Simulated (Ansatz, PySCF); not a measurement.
The pair A = CH3F (SMILES CF) (first 5 atoms), B = CH2O (SMILES C=O); geometry from B3LYP-D3(BJ)/def2-TZVP.
(charge 0, multiplicity 1):
```
atom    x (Å)    y (Å)    z (Å)
----  -------  -------  -------
C      0.1629  -0.2608  -0.4566
F      0.4513   1.0416  -0.0360
H      1.0010  -0.6223  -1.0531
H      0.0210  -0.8818   0.4265
H     -0.7446  -0.2335  -1.0603
C      0.2866   0.3925   3.1783
O      0.0338  -0.7542   2.9200
H      0.3590   0.7464   4.2250
H      0.4575   1.1427   2.3873
```

Cores are frozen in the correlated methods. MP2 and its Hartree–Fock in aug-cc-pVQZ are density fitted. Rows in 6-31G* carry no dispersion term and start afresh at each structure (6-31G* with six Cartesian d functions).

The values were computed with Ansatz (a quantum-chemistry and plane-wave program) with Gaussian orbitals; PySCF for 6-31G* rows. Values without a source in brackets are computed.

Total energies (hartree), monomers frozen at their geometry in the pair:

```csv
structure,HF/aug-cc-pVQZ,B3LYP/6-31G*,MP2/aug-cc-pVQZ
AB,-253.0303635,-254.2405511,-253.9341152
A in the pair's basis,-139.1062319,-139.7362380,-139.5811526
B in the pair's basis,-113.9214338,-114.5019733,-114.3485195
A,-139.1061826,-139.7335619,-139.5809796
B,-113.9214069,-114.5003302,-114.3483648
```

Question: Work out the interaction energy without and with the counterpoise correction, and the superposition error, for each level.

Answer: 
E(AB) − E(A) − E(B), times 627.509 kcal/mol, with the monomers in their own basis and then in the pair's basis:
- HF/aug-cc-pVQZ: -1.74 uncorrected, -1.69 corrected; the monomers gain 0.05 kcal/mol from borrowed functions
- B3LYP/6-31G*: -4.18 uncorrected, -1.47 corrected; the monomers gain 2.71 kcal/mol from borrowed functions
- MP2/aug-cc-pVQZ: -2.99 uncorrected, -2.79 corrected; the monomers gain 0.21 kcal/mol from borrowed functions
